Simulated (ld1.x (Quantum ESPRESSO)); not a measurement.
**technetium, PAW: configuration errors across variants**

ld1.x (Quantum ESPRESSO) 7.5 input, shortened:

```
&input
   title='Tc', zed=43., rel=1, dft='WC', iswitch=3,
   config='[Kr] 4d5 4f-2 5s1.5 5p0'
 /
 &inputp
   pseudotype=3, lpaw=.true., tm=.true., lloc=-1, rcloc=2.00,
   nlcc=.false.,
   which_augfun='BESSEL', rmatch_augfun=1.25
 /
8
5S  1  0   1.50   0.00  2.00  2.55  0.0
5S  1  0   0.00   0.30  2.00  2.55  0.0
4P  2  1   6.00   0.00  1.55  1.90  0.0
5P  3  1   0.00   0.00  1.55  1.90  0.0
4D  3  2   5.00   0.00  1.45  1.90  0.0
4D  3  2   0.00  -0.15  1.45  1.90  0.0
4F  4  3  -2.00   0.05  1.80  2.25  0.0
4F  4  3  -2.00   2.05  1.80  2.25  0.0
 &test
   configts(1)='4p6 4d5 5s1.5 5p0'
 /
```

All-electron excitation energies from the reference (eV): (1) 4p6 4d5 5s2 5p0 -3.310; (2) 4p6 4d5 5s1 5p0 4.897; (3) 4p6 4d5 5s0 5p0 19.724; (4) 4p6 4d4 5s0 5p0 48.421; (5) 4p6 4d5 5s1 5p1 0.527; (6) 4p6 4d4 5s2 5p1 3.306; (7) 4p6 4d4 5s2 5p0 8.342.

The default core radius of the base comes out at 0.72 bohr.

4 further variants failed, have other tests or another functional or relativity, and are left out.

A true bound ghost makes a file unfit for plane-wave use even where its test errors are small: the radial tests pick states by their node count and pass the ghost by.

Errors AE − PS in meV (a dash: test not solved or not reliable):

```csv
change,(1),(2),(3),(4),(5),(6),(7),bound ghosts
base,+0.4,-0.1,+2.2,-22,+0.3,+0.4,-2.1,s
"wave 4f channel at 0.05 Ry: rcut 1.80, rcutus 2.25 bohr becomes 4f channel at 4.81 Ry: rcut 1.80, rcutus 2.25 bohr",+0.4,-0.1,+2.2,-22,+0.3,+0.4,-2.1,s
"waves 4f channel at 0.05 Ry: rcut 1.80, rcutus 2.26 bohr; 4f channel at 2.05 Ry: rcut 1.80, rcutus 2.26 bohr",+0.4,-0.1,+2.2,-22,+0.3,+0.4,-2.1,s
core correction a·sin(br)/r model core inside 1.10 bohr,+0.7,-0.6,+2.2,-19,+0.3,+1.2,-1.8,s
local potential all-electron potential smoothed inside 1.95 bohr (lloc = -1),+0.5,+0.1,+4.6,-20,+0.4,+2.9,-0.8,s
local potential all-electron potential smoothed inside 2.02 bohr (lloc = -1),+0.3,-0.3,+0.6,-23,+0.2,-1.6,-3.5,s
"augmentation GAUSS, radius 1.20 bohr",+0.5,0.0,+3.9,-22,+0.1,+4.5,-0.5,s
```

Give the same row for: waves 5s (bound): rcut 2.00, rcutus 2.50 bohr; 5s channel at 0.3 Ry: rcut 2.00, rcutus 2.50 bohr.

+0.3, -0.2, +1.2, -22, +0.2, +0.7, -1.9; bound ghosts: s.
